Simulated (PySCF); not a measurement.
Species: C₈H₉ (charge +1).
Bonds: C1–C2, C2–C3 (aromatic), C3–C4 (aromatic), C4–C5 (aromatic), C5–C6 (aromatic), C6–C7, C6–C8 (aromatic), C2–C8 (aromatic). Hydrogens: H9, H10 on C1; H11 on C3; H12 on C4; H13 on C5; H14, H15, H16 on C7; H17 on C8.

Structure optimised with GFN2-xTB, isolated species.

(1) List the bond lengths and angles at this level.

## Answers

(1) 
| bond | length (Å) |
| --- | --- |
| C1–C2 | 1.363 |
| C2–C3 | 1.439 |
| C3–C4 | 1.369 |
| C4–C5 | 1.399 |
| C5–C6 | 1.410 |
| C6–C7 | 1.487 |
| C6–C8 | 1.376 |
| C2–C8 | 1.436 |
| C1–H9, C1–H10 | 1.080 |
| C3–H11 | 1.080 |
| C4–H12 | 1.080 |
| C5–H13 | 1.082 |
| C7–H14, C7–H15, C7–H16 | 1.088 |
| C8–H17 | 1.080 |

Bonds in one row agree within 0.01 Å and their mean is given. A selection of angles:
| angle | degrees |
| --- | --- |
| C1–C2–C3 | 120.6 |
| C1–C2–C8 | 120.8 |
| C3–C2–C8 | 118.6 |
| C2–C3–C4 | 119.7 |
| C3–C4–C5 | 120.1 |
| C4–C5–C6 | 122.4 |
| C5–C6–C7 | 119.7 |
| C5–C6–C8 | 118.0 |
| C7–C6–C8 | 122.3 |
| C2–C8–C6 | 121.3 |

C8 (aromatic CH carbon) is planar (angles 121.3°, 120.4° and 118.3°, sum 360.0°, 0.00 Å off the plane of its three neighbours). C3 (aromatic CH carbon) is planar (angles 121.3°, 119.7° and 119.0°, sum 360.0°, 0.00 Å off the plane of its three neighbours). The 8 heavy atoms lie in one plane (0.002 Å rms). C6 (substituted aromatic carbon) is planar (angles 122.3°, 119.7° and 118.0°, sum 360.0°, 0.00 Å off the plane of its three neighbours). The C–C distances run from 1.363 Å (C1–C2, drawn single) to 1.487 Å (C6–C7, drawn single), a spread of 0.124 Å. C5 (aromatic CH carbon) is planar (angles 122.4°, 119.1° and 118.5°, sum 360.0°, 0.00 Å off the plane of its three neighbours). Of the pairs four or more bonds apart, H14···H17 is among the closest relative to their van der Waals radii: 2.40 Å, 100 % of the sum of Bondi's values.

GFN2-xTB frequencies: not computed here.
